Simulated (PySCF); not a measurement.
A structure optimised at B3LYP-D3(BJ)/def2-SVP, used in a PySCF frequency run:

```xyz
6

O      1.4394     1.5686     0.0000
Sn     0.0014     0.2267     0.0000
F     -1.6539     1.2243     0.0000
Cl     0.0659    -1.0989     1.9123
Cl     0.0659    -1.0989    -1.9123
H      1.0592     2.4620     0.0000
```

**Question.** Write its SMILES, formula and point group.

**Answer.** [OH][Sn]([F])([Cl])[Cl], Cl₂FHOSn, Cs

**Question.** What are its rotational constants (standard atomic weights)?

**Answer.** 2.0039, 1.4627, 1.1885 GHz
